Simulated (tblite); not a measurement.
Species: C4H10GeO3.
SMILES with atom numbers: `[CH3:1][CH2:2][O:3][Ge@H:4]([CH:5]=[O:6])[O:7][CH3:8]` (hydrogens: H9, H10, H11 on C1; H12, H13 on C2; H14 on Ge4; H15 on C5; H16, H17, H18 on C8)

Computed with GFN2-xTB (tblite), gas phase: L-BFGS steps from a force-field or distance-geometry start until the largest atomic force falls under 0.01 eV/Å.

At the end of the run (lengths in Å): Ge4–C5 2.028, C2–O3 1.423, C1–H9 1.086, O3–Ge4 1.736, C8–H16 1.091, C5=O6 1.192, C2–H12 1.094, Ge4–O7–C8 127.0°, C2–O3–Ge4 128.4°, O3–Ge4–C5 101.1°, C5–Ge4–O7 111.2°, C1–C2–O3–Ge4 -170°, C2–O3–Ge4–C5 163°, O3–Ge4–C5–O6 164°, H9–C1–C2–O3 61°, H12–C2–C1–H9 -60°.

Problem. These geometries were met on the way; a selection of coordinates is given. Order them by energy above the end point, lowest first.
A. Ge4–C5 2.018, C2–O3 1.422, C1–H9 1.088, O3–Ge4 1.731, C8–H16 1.097, C5=O6 1.198, C2–H12 1.089, Ge4–O7–C8 134.4°, C2–O3–Ge4 128.3°, O3–Ge4–C5 103.6°, C5–Ge4–O7 107.4°, C1–C2–O3–Ge4 171°, C2–O3–Ge4–C5 177°, O3–Ge4–C5–O6 156°, H9–C1–C2–O3 38°, H12–C2–C1–H9 -83°
B. Ge4–C5 1.981, C2–O3 1.431, C1–H9 1.085, O3–Ge4 1.723, C8–H16 1.090, C5=O6 1.202, C2–H12 1.092, Ge4–O7–C8 107.4°, C2–O3–Ge4 117.2°, O3–Ge4–C5 107.4°, C5–Ge4–O7 107.7°, C1–C2–O3–Ge4 180°, C2–O3–Ge4–C5 -161°, O3–Ge4–C5–O6 131°, H9–C1–C2–O3 8°, H12–C2–C1–H9 -111°
C. Ge4–C5 1.921, C2–O3 1.361, C1–H9 1.128, O3–Ge4 1.777, C8–H16 1.131, C5=O6 1.230, C2–H12 1.126, Ge4–O7–C8 106.5°, C2–O3–Ge4 115.9°, O3–Ge4–C5 107.9°, C5–Ge4–O7 108.7°, C1–C2–O3–Ge4 180°, C2–O3–Ge4–C5 -159°, O3–Ge4–C5–O6 131°, H9–C1–C2–O3 6°, H12–C2–C1–H9 -112°
D. Ge4–C5 2.021, C2–O3 1.438, C1–H9 1.089, O3–Ge4 1.746, C8–H16 1.089, C5=O6 1.195, C2–H12 1.099, Ge4–O7–C8 114.9°, C2–O3–Ge4 121.3°, O3–Ge4–C5 110.7°, C5–Ge4–O7 106.7°, C1–C2–O3–Ge4 178°, C2–O3–Ge4–C5 -164°, O3–Ge4–C5–O6 134°, H9–C1–C2–O3 9°, H12–C2–C1–H9 -112°
E. Ge4–C5 2.012, C2–O3 1.431, C1–H9 1.088, O3–Ge4 1.747, C8–H16 1.091, C5=O6 1.194, C2–H12 1.093, Ge4–O7–C8 125.9°, C2–O3–Ge4 126.3°, O3–Ge4–C5 109.4°, C5–Ge4–O7 103.2°, C1–C2–O3–Ge4 171°, C2–O3–Ge4–C5 -167°, O3–Ge4–C5–O6 146°, H9–C1–C2–O3 18°, H12–C2–C1–H9 -101°

Solution. A (0.096 eV), E (0.169 eV), D (0.277 eV), B (0.473 eV), C (0.809 eV).

```csv
step,E above end (eV),"rms distance from the end, all atoms (Å)",largest force (eV/Å),rms shift of all bonds from the end (Å)
34,0.096,0.260,0.353,0.005
27,0.169,0.410,0.208,0.007
10,0.277,0.511,0.311,0.008
3,0.473,0.545,0.536,0.013
0,0.809,0.550,3.220,0.039
```

Rows stand in the order of the answer.
